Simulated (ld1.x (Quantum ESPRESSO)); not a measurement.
**Before and after: TM potential for Al (Z = 13)**

* Element: aluminium (Al)
* Generator: ld1.x (Quantum ESPRESSO) 7.5
* Type: norm-conserving Troullier–Martins (Kleinman–Bylander form)
* Functional: PBEsol
* Relativity: non-relativistic
* Frozen core: [Ne]
* Valence charge: 3
* Reference configuration: 3s2 3p1
* Partial waves: 3p (bound): rc 2.60 bohr; 3s (bound): rc 1.85 bohr
* Local potential: the s channel
* Core correction: Bessel-smoothed model core inside 1.90 bohr

All-electron outer shells of the reference configuration (PBEsol, non-relativistic, ld1.x):

| shell | level (eV) | outermost node (bohr) | outermost maximum (bohr) |
| --- | --- | --- | --- |
| 2p | -69.58 | – | 0.43 |
| 3s | -7.69 | 0.80 | 2.09 |
| 3p | -2.70 | 0.82 | 2.64 |

Change: wave 3p (bound): rc 2.60 bohr becomes 3p (bound): rc 2.04 bohr.

Cutoffs: the cutoffs (Ry, on a coarse ladder) from which the occupation-weighted sum of valence levels, in a spherical-Bessel basis at the reference potential, stays within 10 and 1 mRy of its value at 400 Ry; they do not see the model core or the augmentation charge, which bear on the density cutoff. Errors are all-electron minus pseudo energies relative to the spin-unpolarised reference configuration.

Q: How do hardness, ghosts and transferability respond?

A: The potential gets neither clearly harder nor softer (10 Ry and 30 Ry → 10 Ry and 30 Ry); of the 7 tests that both files solve, the error grows in 1 and shrinks in 2 by more than 15 % and 0.3 meV (median size 2.1 → 1.6 meV); neither file shows a bound ghost.

```csv
quantity,base,changed
"cutoff, loose",10 Ry,10 Ry
"cutoff, tight",30 Ry,30 Ry
bound ghosts,none,none
"error for 3s2 3p0, meV [ΔE 5.75 eV]",+1.1,+1.1
"error for 3s1 3p0, meV [ΔE 24.88 eV]",+6.4,+5.8
"error for 3s2 3p0.5, meV [ΔE 2.08 eV]",+0.3,+0.3
"error for 3s2 3p1.3, meV [ΔE -0.57 eV]",+0.1,+0.1
"error for 3s0 3p3, meV [ΔE 10.34 eV]",-7.0,-4.8
"error for 3s1 3p2, meV [ΔE 5.09 eV]",-2.1,-1.6
"error for 3s1 3p1, meV [ΔE 11.50 eV]",+2.1,+2.5
```
